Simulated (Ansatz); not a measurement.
GeCl+, closed-shell singlet (lowest of 2S+1 = 1, 3, 5 at CCSD(T)/def2-TZVPP on PBE0 minima; our sources give no spin for the ground state, which may be another), most abundant isotopes (34.9689 and 73.9212 u). Constants from fifth-degree fits in 1/R to seven points on the lowest solution found; no spin–orbit coupling, no relativity up to Kr; ω_e x_e and α_e move by some per cent with the fit.

Correlated levels freeze the inner cores; with def2 sets outer-core shells near the valence are correlated too. CBS: X⁻³ extrapolation of the correlation energy, Hartree–Fock from the larger set.

The values were computed with Ansatz (a first-principles code) with Gaussian orbitals. 

```
level                                r_e (Å)  ω_e (cm⁻¹)  ω_e x_e (cm⁻¹)  α_e (cm⁻¹)
-----------------------------------  -------  ----------  --------------  ----------
PBE/def2-TZVPP                        2.0824       487.1            1.40    0.000687
CCSD(T)/CBS(def2-TZVPP, def2-QZVPP)   2.0471       519.3            1.39    0.000675
```

### Question
Derive the rotational constants, the centrifugal constant, the fundamental, the zero-point energy and the force constant.

### Answer

μ = 23.73898 u.
- PBE/def2-TZVPP: B_e = 16.8576/(μ r_e²) = 0.16377 cm⁻¹; B₀ = B_e − α_e/2 = 0.16342 cm⁻¹; D = 4B_e³/ω_e² = 7.40e-08 cm⁻¹; fundamental ω_e − 2ω_e x_e = 484 cm⁻¹; zero-point energy ω_e/2 − ω_e x_e/4 = 243 cm⁻¹; k = μ(2πcω_e)² = 332 N/m; the line J = 1 ← 0 at 2B₀ = 9.799 GHz
- CCSD(T)/CBS(def2-TZVPP, def2-QZVPP): B_e = 16.8576/(μ r_e²) = 0.16945 cm⁻¹; B₀ = B_e − α_e/2 = 0.16911 cm⁻¹; D = 4B_e³/ω_e² = 7.22e-08 cm⁻¹; fundamental ω_e − 2ω_e x_e = 517 cm⁻¹; zero-point energy ω_e/2 − ω_e x_e/4 = 259 cm⁻¹; k = μ(2πcω_e)² = 377 N/m; the line J = 1 ← 0 at 2B₀ = 10.14 GHz
